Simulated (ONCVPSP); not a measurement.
# LDA (Perdew-Wang 92) ONCV dataset for chlorine (Cl), scalar-relativistic all-electron reference.

Cl, optimised norm-conserving Vanderbilt (ONCV), made with ONCVPSP 4.0.1 (LDA (Perdew-Wang 92), scalar-relativistic). Core [He], reference 2s2 2p6 3s2 3p5. Waves: 2s+3s: rc 0.80 bohr, ncon 4, nbas 7, qcut 18.4 1/bohr, 2 projectors; 2p+3p: rc 0.65 bohr, ncon 4, nbas 8, qcut 25.2 1/bohr, 2 projectors. Local part: polynomial inside 0.65 bohr (lpopt 5, dvloc0 0 Ha). Core correction: polynomial model core, fcfact 0.2.

Problem. Does the generator finish with these settings?

Solution. Yes, a potential is produced and its reference levels are reproduced.

Problem. Estimate the cutoffs (Ha) at which the residual kinetic energy of the hardest occupied pseudo-wave falls to 1 and 0.1 mHa per electron.

Solution. 222 Ha and 252 Ha.

Problem. Does the potential have ghost states?

Solution. No bound ghost flagged; no localised positive-energy state flagged.

Problem. Tests: 2s2 2p6 3s2 3p4; 2s2 2p6 3s2 3p3; 2s2 2p6 3s2 3p2; 2s2 2p6 3s1 3p5. Which has the largest error in its energy relative to the reference configuration, and how large is it?

Solution. 2s2 2p6 3s2 3p2, with +10 meV (all-electron minus pseudo) on +77.89 eV.
